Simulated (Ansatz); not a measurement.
Gas-phase reaction in SMILES: O[SiH3] -> [SiH3] (SiH3) + [OH] (HO) (the O-Si bond at the site shown breaks; other sites are not compared here)
Each molecule is optimised on its own at B3LYP-D3(BJ)/def2-TZVP (Ansatz, a program for electronic structure).

Property: bond dissociation energy (electronic energy difference), in eV. Correlated levels leave the core frozen unless marked. UHF or UKS for open shells. No spin-orbit coupling. Non-relativistic. CBS(X,Y): correlation extrapolated as X^-3; Hartree-Fock from the larger set.

```json
[
 {"level": "HF/def2-SVPD", "program": "Ansatz", "bond dissociation energy (eV)": "3.90"},
 {"level": "PBE0-D3(BJ)/def2-TZVPD", "program": "Ansatz + dftd3", "bond dissociation energy (eV)": "5.26"},
 {"level": "PBE0-D4/def2-TZVP", "program": "Ansatz + dftd4", "bond dissociation energy (eV)": "5.28"}
]
```

**Question.** Predict the CCSD(T)/CBS(def2-TZVPPD,def2-QZVPPD) result (Ansatz).

**Answer.** 5.55 eV, so PBE0-D4/def2-TZVP differs from it by -0.27 eV.
